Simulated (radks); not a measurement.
Neutral rhenium inside a hard spherical wall (all orbitals vanish at R), configuration held at [Xe] 4f14 5d5 6s2 and not refilled when levels cross. All-electron calculation, scalar-relativistic Kohn-Sham, LDA (Slater exchange, VWN5 correlation), spin-polarised, spherical densities, finite nucleus; open shells are filled with parallel spins first (spin-orbit coupling, left out, can overturn this in heavy ions); Fermi nuclear charge, rms radius 5.3698 fm. Program: a radial shooting solver on a logarithmic mesh with Libxc functionals. Eigenvalues in eV for spin up, with the zero of energy where the potential of the charges vanishes at infinity; a dash marks a level that is unbound or too diffuse for the functional's potential to be trusted. A positive occupied level is held by the wall or, in an anion where self-interaction has pushed it up, behind a barrier. The pressure on the wall is -dE/dV.

| R (bohr) | E (hartree) | kinetic (hartree) | e(5p) | e(4f) | e(6s) | e(5d) | e(6p, empty) | e(7s, empty) | pressure (GPa) |
|---|---|---|---|---|---|---|---|---|---|
| free | -16679.9713 | 18420.606 | -47.965 | -42.415 | -6.745 | -6.509 | -1.687 | -0.055 | 0 |
| 20 | -16679.9713 | 18420.606 | -47.965 | -42.415 | -6.745 | -6.509 | -1.687 | 0.040 | < 0.0001 |
| 15 | -16679.9713 | 18420.606 | -47.965 | -42.415 | -6.745 | -6.509 | -1.685 | 0.254 | < 0.0001 |
| 12 | -16679.9713 | 18420.607 | -47.963 | -42.413 | -6.743 | -6.507 | -1.667 | 0.707 | 0.000457 |
| 8 | -16679.9680 | 18420.637 | -47.793 | -42.242 | -6.600 | -6.350 | -1.256 | 3.780 | 0.150 |
| 7 | -16679.9599 | 18420.699 | -47.515 | -41.957 | -6.353 | -6.097 | -0.728 | 6.344 | 0.678 |
| 6 | -16679.9315 | 18420.880 | -46.825 | -41.238 | -5.694 | -5.474 | 0.495 | 11.280 | 3.26 |
| 3 | -16677.4426 | 18431.014 | -30.803 | -22.612 | 22.399 | 11.645 | 40.078 | 115.33 | 1090 |
| 2.5 | -16673.8123 | 18444.631 | -18.780 | -8.257 | 53.821 | 26.981 | 79.520 | 201.42 | 4410 |
| 1.5 | -16617.5937 | 18630.429 | 97.413 | 94.963 | 379.45 | 174.46 | 442.39 | 889.21 | 185000 |
